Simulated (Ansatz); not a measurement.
Reaction (ligand exchange at a Ti–F bond): `[OH][Ti]([OH])([OH])[F]` + HCl → `[OH][Ti]([OH])([OH])[Cl]` + H–F

Program: Ansatz. Geometries: PBE0-D4/def2-TZVP. ΔE: electronic, gas phase. CBS: MP2 limit from def2 TZ/QZ plus the TZ coupled-cluster correction, frozen cores. This one scheme is used for every species. Functionals use def2-TZVPP. B3LYP here is the variant with VWN-RPA as its local correlation; programs differ in this. For Ti outer-core shells are correlated without core-valence functions, which leaves a few kJ/mol of doubt a bond. Scalar relativity is left out up to krypton. Each species was taken in one conformer, which may not be the lowest.

`[OH][Ti]([OH])([OH])[F]`:

```xyz
8

O     1.313    0.268    1.040
Ti   -0.191   -0.169    0.176
O    -1.311    1.230    0.231
O     0.158   -0.586   -1.527
F    -0.925   -1.577    0.953
H     1.886   -0.203    1.645
H    -1.878    1.599   -0.448
H     0.947   -0.562   -2.068
```

HCl:

Cartesian coordinates in Å:
```
Cl 0.607 -0.056 0.192
H -0.607 0.056 -0.192
```

`[OH][Ti]([OH])([OH])[Cl]`:

```xyz
8

O    -0.119    0.901   -1.447
Ti    0.135    0.143    0.143
O    -1.149    0.703    1.251
O     0.080   -1.634    0.031
Cl    2.140    0.734    0.890
H     0.463    1.200   -2.146
H    -1.595    0.231    1.956
H     0.045   -2.277   -0.677
```

H–F:

```xyz
2

F     0.059    0.328    0.317
H    -0.059   -0.328   -0.317
```

CCSD(T)/CBS gives +0.07 eV.

Task: Another level gave +0.17 eV. Which?
A. B3LYP/def2-TZVPP
B. LC-ωPBE/def2-TZVPP
C. PBE0-D4/def2-TZVPP
D. r2SCAN-D4/def2-TZVPP

Result: D. r2SCAN-D4 0.17, PBE0-D4 0.12, B3LYP 0.23, LC-ωPBE 0.28 eV.

Largest T1 diagnostic among the species: 0.024, so the coupled-cluster value is less sure than usual.

The D4 term adds −0.06 eV with B3LYP and −0.03 eV with PBE0; it sums over pairs of atoms, weighted by their polarisabilities, and B3LYP, whose exchange is more repulsive, gets the larger term. In def2-TZVPP, CCSD(T) changes the Hartree–Fock value by −0.09 eV (the triples alone add −0.05 eV) and MP2 by −0.19 eV.
